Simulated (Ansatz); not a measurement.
Abridged output of a molecular run in Ansatz:

```
Functional definition: HF
2655 factors; integrals over basis functions are off by at most 1.5e-3 eV
mean field evaluation 1: about -25232.2925 eV, gradient 6.0e1 eV
mean field evaluation 2: about -25232.3109 eV, gradient 6.0e1 eV
mean field evaluation 4: about -25240.8308 eV, gradient 6.7e0 eV
mean field evaluation 8: about -25240.9653 eV, gradient 3.8e-4 eV
mean field -25240.96528816 eV, -927.5883653992 hartree, gradient 3.1e-6 eV, S^2 0.000000; 0 other end points of the search recorded, 0 dependent functions left out
14 core orbitals not correlated: weight in the atoms' cores, before any rotation towards them, 1.000 or more for the frozen orbitals, at most 0.000 for the correlated occupied ones
reference -25240.96528816 eV, -927.5883653992 hartree; 38, 38 occupied and 209, 209 virtual orbitals, 2655 factors
second order -48.08701121 eV of doubles, -0.00000000 eV of singles
cycle   1  -49.33658120 eV  change    -1.2e0 eV  update   1.8e-1
cycle   2  -50.52197228 eV  change    -1.2e0 eV  update   6.1e-2
cycle   3  -50.92572559 eV  change   -4.0e-1 eV  update   3.5e-2
cycle   4  -50.92821605 eV  change   -2.5e-3 eV  update   9.3e-3
cycle   5  -50.92105552 eV  change    7.2e-3 eV  update   4.2e-3
cycle   6  -50.92213795 eV  change   -1.1e-3 eV  update   1.5e-3
cycle   7  -50.92124230 eV  change    9.0e-4 eV  update   5.9e-4
cycle   8  -50.92112875 eV  change    1.1e-4 eV  update   1.8e-4
cycle   9  -50.92124937 eV  change   -1.2e-4 eV  update   7.1e-5
cycle  10  -50.92122545 eV  change    2.4e-5 eV  update   2.8e-5
perturbative correction -1.61283678 eV, -0.0592706584 hartree
Total energy: -25293.49935039 eV, -929.5189565772 hartree
```

Its atoms:

```xyz
28

C    -2.027    1.563    0.394
C    -2.076    0.444   -0.628
N    -1.129   -0.633   -0.389
C    -1.339   -1.681   -1.369
C    -0.363   -2.835   -1.301
Hf    0.237   -0.472    1.126
O     1.259   -2.096    1.310
Cl   -0.625    0.047    3.309
N     1.506    1.008    0.579
C     1.566    1.823   -0.605
C     2.576    1.297    1.507
H    -1.031    2.015    0.469
H    -2.711    2.362    0.102
H    -2.324    1.221    1.387
H    -3.098    0.034   -0.650
H    -1.900    0.862   -1.632
H    -1.292   -1.236   -2.376
H    -2.364   -2.072   -1.266
H     0.666   -2.500   -1.457
H    -0.602   -3.561   -2.081
H    -0.403   -3.347   -0.338
H     2.110   -2.514    1.398
H     1.483    2.894   -0.366
H     0.755    1.566   -1.291
H     2.514    1.684   -1.145
H     2.501    0.670    2.405
H     2.546    2.341    1.849
H     3.565    1.117    1.062
```

**Question.** Which basis set was used?
A. def2-QZVPP
B. def2-SVP
C. def2-TZVPPD
D. def2-TZVPP

**Answer.** B. It gives 261 functions.

**Question.** Write the keys of the input that set method, charge and spin (a neutral closed shell needs none for the last two).

**Answer.** 
```yaml
correlation: {method: ccsd_t}
```
